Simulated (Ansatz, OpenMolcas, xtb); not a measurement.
A ladder of methods for C2H7BO (SMILES CCBO)

The species is C2H7BO (11 atoms), meant as a singlet with charge 0. As SMILES, `CCBO`. The shape is that of a PBE0-D4/def2-TZVP optimisation. This is one conformer, not always the lowest.

Each level gives the HOMO–LUMO gap (eV). The values are calculated.

```
           level                    kind     program  value (eV)
        GFN1-xTB          semi-empirical         xtb        5.94
     HF/def2-SVP            Hartree–Fock  OpenMolcas       15.83
  SVWN5/def2-SVP                     LDA  OpenMolcas        5.84
   BLYP/def2-SVP                     GGA      Ansatz        6.11
   TPSS/def2-SVP                meta-GGA  OpenMolcas        6.42
  BHLYP/def2-SVP           global hybrid  OpenMolcas       11.04
wB97M-V/def2-SVP  range-separated hybrid      Ansatz       12.93
 B2PLYP/def2-SVP           double hybrid      Ansatz       11.33
```

The values span 5.84 to 15.83 eV. Orbital gaps aren't excitation energies, and those of double hybrids come from the SCF part alone; they tend to grow with the share of exact exchange.
